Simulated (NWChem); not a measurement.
# C₂H₄Cl₂; SMILES CC(Cl)Cl

Program: NWChem. Coordinates come from a PBE0/def2-SVP optimisation.

Diagonal of the polarisability tensor at PBE0/def2-SVPD, static: 55.19, 45.43, 63.58 bohr³.

Find the mean polarisability volume, the molar refraction, and the refractive index that an ideal gas of it would have at 273.15 K and 1 atm.


1. Mean: one third of the trace = 54.73 bohr³ × 0.14818 Å³/bohr³ = 8.11 Å³.
2. Molar refraction (Lorentz-Lorenz): (4π/3) N_A α = 20.5 cm³/mol.
3. Number density p/kT = 2.687 × 10⁻⁵ Å⁻³; n − 1 = 2π N α = 13.69 × 10⁻⁴.
4. These hold the electronic response alone: vibrational and orientational terms add to the static dielectric constant.
